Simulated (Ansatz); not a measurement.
A single N atom.

PBE (unrestricted) on quartet N was run in several spherical basis sets with Ansatz (development build ahead of 0.2.0).

Task: Rank the basis sets by the total energy that they give, lowest first, with the distance from the lowest.
A. pcseg-2
B. cc-pVDZ
C. def2-SVP

Result: A (0.00 eV), B (0.40 eV), C (1.78 eV).

Totals follow the description of the cores as much as that of the bonds, so this order isn't one of quality for chemistry.
